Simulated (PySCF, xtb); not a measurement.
Cl2FGeHO, SMILES [OH][Ge]([F])([Cl])[Cl]. Other conformers were not sampled.

Harmonic wavenumbers (cm⁻¹) from xtb with GFN2-xTB at its own minimum, in rising order: 99, 134, 150, 163, 190, 219, 346, 405, 438, 572, 785, 3604.

Task: What does PySCF with B3LYP-D3(BJ)/def2-SVP give at its own minimum? (The exact figures need the calculation; the answer reports its results.)

Result: 100, 145, 187, 198, 233, 252, 419, 467, 722, 757, 906, 3820. Paired by order, the mean absolute difference is 92 cm⁻¹ and the zero-point energies are 10.2 and 11.7 kcal/mol.
